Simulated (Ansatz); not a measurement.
Consider the formal exchange of groups at the Si–C bond: `O=C([SiH3])S[SiH3]` + `[SiH3][SiH]1[CH2][AlH]1` → `[SiH3][SiH2][SiH]1[CH2][AlH]1` + `O=CS[SiH3]`.

Gas-phase electronic energies from Ansatz, PBE0-D4/def2-TZVP geometries. CBS: MP2 limit from def2 TZ/QZ plus the TZ coupled-cluster correction, frozen cores. Functionals use def2-TZVPP. B3LYP here is the variant with VWN-RPA as its local correlation; programs differ in this. One conformer a species, not always the lowest.

```json
{"level": "r2SCAN-D4", "ΔE (kcal/mol)": "-5.6", "difference from CCSD(T)/CBS": "-0.9"}
{"level": "PBE0-D4", "ΔE (kcal/mol)": "-7.1", "difference from CCSD(T)/CBS": "-2.4"}
{"level": "ωB97X-V", "ΔE (kcal/mol)": "-5.3", "difference from CCSD(T)/CBS": "-0.6"}
{"level": "ωB97M-V", "ΔE (kcal/mol)": "-4.1", "difference from CCSD(T)/CBS": "0.6"}
{"level": "B2PLYP", "ΔE (kcal/mol)": "-4.2", "difference from CCSD(T)/CBS": "0.5"}
{"level": "PBE", "ΔE (kcal/mol)": "-6.7", "difference from CCSD(T)/CBS": "-2.0"}
{"level": "r2SCAN", "ΔE (kcal/mol)": "-5.6", "difference from CCSD(T)/CBS": "-0.9"}
{"level": "PBE0", "ΔE (kcal/mol)": "-7.1", "difference from CCSD(T)/CBS": "-2.4"}
{"level": "B3LYP", "ΔE (kcal/mol)": "-4.5", "difference from CCSD(T)/CBS": "0.2"}
{"level": "HF/def2-TZVPP", "ΔE (kcal/mol)": "-4.3", "difference from CCSD(T)/CBS": "0.4"}
{"level": "SCS-MP2/def2-TZVPP", "ΔE (kcal/mol)": "-3.6", "difference from CCSD(T)/CBS": "1.1"}
{"level": "CCSD(T)/def2-TZVPP", "ΔE (kcal/mol)": "-4.8", "difference from CCSD(T)/CBS": "-0.1"}
{"level": "HF/def2-QZVPP", "ΔE (kcal/mol)": "-4.2", "difference from CCSD(T)/CBS": "0.5"}
{"level": "HF/CBS(def2)", "ΔE (kcal/mol)": "-4.1", "difference from CCSD(T)/CBS": "0.6"}
{"level": "MP2/CBS(def2)", "ΔE (kcal/mol)": "-3.9", "difference from CCSD(T)/CBS": "0.8"}
{"level": "CCSD/CBS(def2)", "ΔE (kcal/mol)": "-4.9", "difference from CCSD(T)/CBS": "-0.2"}
{"level": "CCSD(T)/CBS", "ΔE (kcal/mol)": "-4.7", "difference from CCSD(T)/CBS": "0"}
```

Largest T1 diagnostic among the species: 0.017.
